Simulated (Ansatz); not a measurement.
Breaking a bond: SMILES [GaH3]. The Ga1–H4 bond (Ga1 also carries H, H; H4 carries nothing else) is stretched with both fragments frozen at the PBE0/def2-TZVP optimised geometry.

Computed with: RKS-PBE = restricted PBE/def2-SVP in Ansatz (a first-principles code); UKS-PBE = unrestricted PBE/def2-SVP run with Ansatz; RKS-CAM-B3LYP = restricted CAM-B3LYP/def2-SVP (Ansatz); FCI = full CI/def2-SVP, cores with 3d frozen (Ansatz).

Energies relative to the lowest point of each curve near equilibrium, in kJ/mol; the last columns give the error against full CI:

| R / Å | RKS-PBE | UKS-PBE | RKS-CAM-B3LYP | FCI | RKS-PBE − FCI | UKS-PBE − FCI | RKS-CAM-B3LYP − FCI |
|---|---|---|---|---|---|---|---|
| 1.25 | 116.5 | 116.5 | 111.4 | 125.5 | -9.0 | -9.0 | -14.2 |
| 1.36 | 43.6 | 43.6 | 39.8 | 47.4 | -3.7 | -3.7 | -7.6 |
| 1.41 | 24.2 | 24.2 | 21.1 | 26.4 | -2.2 | -2.2 | -5.3 |
| 1.47 | 9.3 | 9.3 | 7.3 | 10.3 | -1.0 | -1.0 | -3.0 |
| 1.52 | 2.6 | 2.6 | 1.5 | 2.9 | -0.3 | -0.3 | -1.4 |
| 1.57 | 0.0 | 0.0 | 0.0 | 0.0 | 0.0 | 0.0 | 0.0 |
| 1.60 | 0.1 | 0.1 | 0.8 | 0.0 | 0.1 | 0.1 | 0.7 |
| 1.68 | 5.4 | 5.4 | 7.9 | 5.5 | -0.1 | -0.1 | 2.5 |
| 1.76 | 16.1 | 16.1 | 20.7 | 16.7 | -0.6 | -0.6 | 3.9 |
| 1.79 | 21.2 | 21.2 | 26.6 | 22.1 | -0.9 | -0.9 | 4.5 |
| 1.93 | 50.0 | 50.0 | 59.2 | 52.4 | -2.4 | -2.4 | 6.8 |
| 2.10 | 91.1 | 91.1 | 105.4 | 95.2 | -4.1 | -4.1 | 10.2 |
| 2.37 | 158.3 | 158.3 | 181.4 | 163.1 | -4.9 | -4.9 | 18.2 |
| 2.60 | 211.1 | 211.1 | 242.3 | 213.4 | -2.3 | -2.3 | 28.9 |
| 2.82 | 255.6 | 255.6 | 295.0 | 252.3 | 3.4 | 3.4 | 42.7 |
| 3.19 | 316.4 | 304.7 | 370.1 | 297.0 | 19.4 | 7.7 | 73.1 |
| 3.40 | 343.5 | 318.5 | 405.6 | 312.6 | 30.9 | 5.9 | 93.0 |
| 3.79 | 382.3 | 331.0 | 459.8 | 328.9 | 53.5 | 2.1 | 131.0 |
| 4.24 | 412.6 | 335.4 | 507.0 | 336.3 | 76.3 | -0.8 | 170.7 |
| 4.68 | 431.6 | 336.8 | 540.9 | 338.7 | 92.9 | -1.9 | 202.2 |
| 5.45 | 449.7 | 337.4 | 579.8 | 339.7 | 110.0 | -2.3 | 240.1 |

RKS-PBE is furthest from FCI at 5.45 (110.0 kJ/mol, above); its mean absolute error over the points is 19.9 kJ/mol.

UKS-PBE is furthest from FCI at 1.25 (-9.0 kJ/mol, below); its mean absolute error over the points is 2.7 kJ/mol.

RKS-CAM-B3LYP is furthest from FCI at 5.45 (240.1 kJ/mol, above); its mean absolute error over the points is 50.5 kJ/mol.

The restricted form behind RKS-PBE, RKS-CAM-B3LYP keeps the bonding electrons paired and can't separate into open-shell fragments. The unrestricted determinant behind UKS-PBE is spin-contaminated at 3.19 to 5.45 Å (<S²> up to 1.0, against 0.00 for a pure singlet).
